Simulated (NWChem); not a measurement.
# H$_{3}$AlClN

SMILES: [NH2][AlH][Cl]
```xyz
6

Al     0.6585     0.3888     0.0000
H      1.3861     1.7964     0.0000
Cl    -1.4587     0.2529     0.0000
N      1.5816    -1.1283     0.0000
H      1.1777    -2.0678     0.0000
H      2.6029    -1.1833     0.0000
```
Charge 0, spin multiplicity 1.

The numbers come from NWChem runs, not from measurements. All single points use one geometry, from PBE/def2-SVP, a minimum by its harmonic frequencies. It is one conformer; others weren't searched.

Symmetry labels belong to the abelian group Cs used in the runs, with the axes of the coordinates shown; states degenerate in a higher group split over its labels.

B3LYP has NWChem's definition, with VWN1-RPA local correlation. The structure started from a generated list of species.

Question: List the lowest 4 singlet excitations that TD-B3LYP/def2-SVP, VWN1-RPA local correlation gives, with oscillator strengths.

Answer: 
```
state  symmetry  energy (eV)  wavelength (nm)      f
-----  --------  -----------  ---------------  -----
1            a"         6.21              200  0.040
2            a'         6.37              195  0.101
3            a"         6.74              184  0.010
4            a"         7.28              170  0.011
```
